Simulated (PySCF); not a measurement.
**Electron correlation in Sb⁺ (antimony, charge +1)**

[Kr] 4d10 5s2 5p2, high-spin 3P determinant. Computed with PySCF 2.14 in aug-cc-pVDZ-PP with ECP28MDF, with scalar relativity through the core potential. Frozen: 4s2 4p6 4d10; 4 electrons correlated.

MP2 pair energies summed by pair of shells (mhartree):

| pair | energy | share (%) |
| --- | --- | --- |
| 5s-5p | -21.82 | 60.1 |
| 5s-5s | -10.83 | 29.9 |
| 5p-5p | -3.62 | 10.0 |

Total MP2 correlation energy: -36.27 mhartree.

Same-spin part -6.09 and opposite-spin part -30.18 mhartree; SCS-MP2 scales them by 1/3 and 6/5 to -38.25 mhartree.

```csv
level,correlation energy (mhartree)
CCSD,-50.54
(T),-0.60
CCSD(T),-51.14
```

Diagnostics: T1 = 0.0073, D1 = 0.0200, largest double amplitude 0.094.

Cost of the coupled-cluster step: 0.2 s of wall time on 1 thread of Neoverse-V1 (shared host), for 4 correlated electrons.

Iterations:

```
CC2 = 0
CCSD nocc = (np.int64(3), np.int64(1)), nmo = (23, 23)
frozen orbitals [[0, 1, 2, 3, 4, 5, 6, 7, 8], [0, 1, 2, 3, 4, 5, 6, 7, 8]]
max_cycle = 100
direct = 0
conv_tol = 1e-08
conv_tol_normt = 1e-06
diis_space = 8
diis_start_cycle = 0
Init t2, MP2 energy = -0.0362721362457211
Init E_corr(UCCSD) = -0.0362721362467134
cycle = 1  E_corr(UCCSD) = -0.046138147606196  dE = -0.00986601136  norm(t1,t2) = 0.0467097
cycle = 2  E_corr(UCCSD) = -0.0489890663999092  dE = -0.00285091879  norm(t1,t2) = 0.0170801
cycle = 3  E_corr(UCCSD) = -0.0505451156178665  dE = -0.00155604922  norm(t1,t2) = 0.00742237
cycle = 4  E_corr(UCCSD) = -0.0505329964944577  dE = 1.21191234e-05  norm(t1,t2) = 0.00132809
cycle = 5  E_corr(UCCSD) = -0.0505433122098116  dE = -1.03157154e-05  norm(t1,t2) = 0.000178145
cycle = 6  E_corr(UCCSD) = -0.0505399641945893  dE = 3.34801522e-06  norm(t1,t2) = 2.91814e-05
cycle = 7  E_corr(UCCSD) = -0.0505413690997671  dE = -1.40490518e-06  norm(t1,t2) = 5.30212e-06
cycle = 8  E_corr(UCCSD) = -0.0505409784392477  dE = 3.90660519e-07  norm(t1,t2) = 1.47887e-06
cycle = 9  E_corr(UCCSD) = -0.050541026910431  dE = -4.84711832e-08  norm(t1,t2) = 2.40862e-07
cycle = 10  E_corr(UCCSD) = -0.0505410248209069  dE = 2.08952404e-09  norm(t1,t2) = 3.8381e-08
UCCSD converged
E(UCCSD) = -239.0077858018377  E_corr = -0.05054102482090692
UCCSD(T) correction = -0.000603192560933317
```
